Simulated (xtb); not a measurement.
xtb input for CH₃IZn, SMILES [CH3][Zn][I], GFN2-xTB. 

```
$ xtb mol.xyz --gfn 2 --sp --chrg 0 --uhf 0 --json
$ cat mol.xyz
6

Zn     0.01279142     1.22877170     0.00000001
I     -0.00322829    -1.26530353    -0.00000000
C     -0.02086301     3.22380486    -0.00000002
H     -0.53403419     3.60780364    -0.87487404
H     -0.53403590     3.60780365     0.87487300
H      0.98060515     3.63949961     0.00000095
```

Log of the run:

```
[banner left out]
          |                Calculation Setup                |
           -------------------------------------------------



           -------------------------------------------------
          |                 G F N 2 - x T B                 |
           -------------------------------------------------

        Reference                      10.1021/acs.jctc.8b01176
      * Hamiltonian:
        H0-scaling (s, p, d)           1.850000    2.230000    2.230000
        zeta-weighting                 0.500000
      * Dispersion:
        s8                             2.700000
        a1                             0.520000
        a2                             5.000000
        s9                             5.000000
      * Repulsion:
        kExp                           1.500000    1.000000
        rExp                           1.000000
      * Coulomb:
        alpha                          2.000000
        third order                    shell-resolved
        anisotropic                    true
        a3                             3.000000
        a5                             4.000000
        cn-shift                       1.200000
        cn-exp                         4.000000
        max-rad                        5.000000


          ...................................................
          :                      SETUP                      :
          :.................................................:
          :  # basis functions                  21          :
          :  # atomic orbitals                  20          :
          :  # shells                           10          :
          :  # electrons                        16          :
          :  max. iterations                   250          :
          :  Hamiltonian                  GFN2-xTB          :
          :  restarted?                      false          :
          :  GBSA solvation                  false          :
          :  PC potential                    false          :
          :  electronic temp.          300.0000000     K    :
          :  accuracy                    1.0000000          :
          :  -> integral cutoff          0.2500000E+02      :
          :  -> integral neglect         0.1000000E-07      :
          :  -> SCF convergence          0.1000000E-05 Eh   :
          :  -> wf. convergence          0.1000000E-03 e    :
          :  Broyden damping             0.4000000          :
          :  net charge                          0          :
          :  unpaired electrons                  0          :
          ...................................................

 iter      E             dE          RMSdq      gap      omega  full diag
   1     -8.0289833 -0.802898E+01  0.180E+01    4.83       0.0  T
   2     -8.0083805  0.206028E-01  0.413E+00    6.10       1.0  T
   3     -7.9875772  0.208033E-01  0.866E+00    4.75       1.0  T
   4     -8.1035094 -0.115932E+00  0.455E+00    4.91       1.0  T
   5     -8.1177338 -0.142244E-01  0.171E+00    5.08       1.0  T
   6     -8.1245957 -0.686194E-02  0.682E-01    5.22       1.0  T
   7     -8.1245336  0.621454E-04  0.398E-01    5.17       1.0  T
   8     -8.1247677 -0.234152E-03  0.132E-01    5.22       1.0  T
   9     -8.1248322 -0.644671E-04  0.314E-02    5.20       1.3  T
  10     -8.1248299  0.228773E-05  0.309E-02    5.21       1.3  T
  11     -8.1248329 -0.300867E-05  0.536E-03    5.20       7.6  T
  12     -8.1248330 -0.984369E-07  0.164E-03    5.20      24.8  T
  13     -8.1248330 -0.370335E-09  0.303E-04    5.20     134.8  T
  14     -8.1248330 -0.123332E-10  0.143E-04    5.20     286.4  T

   *** convergence criteria satisfied after 14 iterations ***

         #    Occupation            Energy/Eh            Energy/eV
      -------------------------------------------------------------
         1        2.0000           -0.7302223             -19.8704
         2        2.0000           -0.6036398             -16.4259
         3        2.0000           -0.5061840             -13.7740
         4        2.0000           -0.4929167             -13.4129
         5        2.0000           -0.4928380             -13.4108
         6        2.0000           -0.4178918             -11.3714
         7        2.0000           -0.4178883             -11.3713
         8        2.0000           -0.4151249             -11.2961 (HOMO)
         9                         -0.2239022              -6.0927 (LUMO)
        10                         -0.0840123              -2.2861
        11                         -0.0839759              -2.2851
        12                          0.0376198               1.0237
        13                          0.0376199               1.0237
       ...                                ...                  ...
        20                          1.5656989              42.6048
      -------------------------------------------------------------
                  HL-Gap            0.1912227 Eh            5.2034 eV
             Fermi-level           -0.3195135 Eh           -8.6944 eV

 SCC (total)                   0 d,  0 h,  0 min,  0.004 sec
 SCC setup                      ...        0 min,  0.000 sec (  1.975%)
 Dispersion                     ...        0 min,  0.000 sec (  0.672%)
 classical contributions        ...        0 min,  0.000 sec (  0.587%)
 integral evaluation            ...        0 min,  0.001 sec ( 13.749%)
 iterations                     ...        0 min,  0.002 sec ( 58.261%)
 molecular gradient             ...        0 min,  0.001 sec ( 22.680%)
 printout                       ...        0 min,  0.000 sec (  1.816%)

         :::::::::::::::::::::::::::::::::::::::::::::::::::::
         ::                     SUMMARY                     ::
         :::::::::::::::::::::::::::::::::::::::::::::::::::::
         :: total energy              -8.063753082683 Eh    ::
         :: gradient norm              0.000113649115 Eh/a0 ::
         :: HOMO-LUMO gap              5.203435510034 eV    ::
         ::.................................................::
         :: SCC energy                -8.124832817956 Eh    ::
         :: -> isotropic ES            0.040473122923 Eh    ::
         :: -> anisotropic ES          0.001941961855 Eh    ::
         :: -> anisotropic XC         -0.006960718075 Eh    ::
         :: -> dispersion             -0.002610177557 Eh    ::
         :: repulsion energy           0.061079735273 Eh    ::
         :: add. restraining           0.000000000000 Eh    ::
         :: total charge              -0.000000000000 e     ::
         :::::::::::::::::::::::::::::::::::::::::::::::::::::

           -------------------------------------------------
          |                Property Printout                |
           -------------------------------------------------

    * Orbital Energies and Occupations

         #    Occupation            Energy/Eh            Energy/eV
      -------------------------------------------------------------
         1        2.0000           -0.7302223             -19.8704
         2        2.0000           -0.6036398             -16.4259
         3        2.0000           -0.5061840             -13.7740
         4        2.0000           -0.4929167             -13.4129
         5        2.0000           -0.4928380             -13.4108
         6        2.0000           -0.4178918             -11.3714
         7        2.0000           -0.4178883             -11.3713
         8        2.0000           -0.4151249             -11.2961 (HOMO)
         9                         -0.2239022              -6.0927 (LUMO)
        10                         -0.0840123              -2.2861
        11                         -0.0839759              -2.2851
Note: The following floating-point exceptions are signalling: IEEE_DENORMAL
normal termination of xtb
        12                          0.0376198               1.0237
        13                          0.0376199               1.0237
        14                          0.0581625               1.5827
        15                          0.0581738               1.5830
        16                          0.1002476               2.7279
        17                          0.1919889               5.2243
        18                          0.1945530               5.2941
        19                          0.1947164               5.2985
        20                          1.5656989              42.6048
      -------------------------------------------------------------
                  HL-Gap            0.1912227 Eh            5.2034 eV
             Fermi-level           -0.3195135 Eh           -8.6944 eV

     #   Z          covCN         q      C6AA      α(0)
     1  30 Zn       1.666     0.235   122.433    21.615
     2  53 I        0.832    -0.204   386.964    33.959
     3   6 C        3.609    -0.184    24.720     7.181
     4   1 H        0.925     0.051     2.303     2.373
     5   1 H        0.925     0.051     2.303     2.373
     6   1 H        0.925     0.051     2.302     2.372

 Mol. C6AA /au·bohr⁶  :       1608.230424
 Mol. C8AA /au·bohr⁸  :     107435.156105
 Mol. α(0) /au        :         69.872752


Wiberg/Mayer (AO) data.
largest (>0.10) Wiberg bond orders for each atom

 ---------------------------------------------------------------------------
     #   Z sym  total        # sym  WBO       # sym  WBO       # sym  WBO
 ---------------------------------------------------------------------------
     1  30 Zn   1.882 --     2 I    0.971     3 C    0.839
     2  53 I    1.211 --     1 Zn   0.971     3 C    0.234
     3   6 C    3.986 --     6 H    0.971     4 H    0.971     5 H    0.971
                             1 Zn   0.839     2 I    0.234
     4   1 H    0.997 --     3 C    0.971
     5   1 H    0.997 --     3 C    0.971
     6   1 H    0.997 --     3 C    0.971
 ---------------------------------------------------------------------------

Topologies differ in total number of bonds
Writing topology from bond orders to xtbtopo.mol

molecular dipole:
                 x           y           z       tot (Debye)
 q only:        0.006       0.965       0.000
   full:        0.021       2.482      -0.000       6.309
molecular quadrupole (traceless):
                xx          xy          yy          xz          yz          zz
 q only:       -0.091       0.005       0.183      -0.000       0.000      -0.092
  q+dip:        2.585      -0.033      -5.168      -0.000       0.000       2.583
   full:        3.243      -0.022      -6.485      -0.000      -0.000       3.241


           -------------------------------------------------
          | TOTAL ENERGY               -8.063753082683 Eh   |
          | GRADIENT NORM               0.000113649115 Eh/α |
          | HOMO-LUMO GAP               5.203435510034 eV   |
           -------------------------------------------------

------------------------------------------------------------------------
------------------------------------------------------------------------
 total:
 SCF:
```

Self-consistency was reached.

Cost: around 0.03 core-seconds (rough).
